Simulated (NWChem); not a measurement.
System: SnH$_{2}$O, singlet; SMILES [OH][SnH]

Program: NWChem. Low-valent species are run as closed-shell singlets; no triplet was tried in these runs. The geometry was optimised at PBE0/def2-SVP (def2 core potentials past Kr).

**Question.** Predict the results for Hartree-Fock/STO-3G, non-relativistic. Quantities: highest occupied level (eV); orbital gap (eV); dipole (D).

**Answer.** highest occupied level (eV): -5.29
orbital gap (eV): 10.10
dipole (D): 1.26
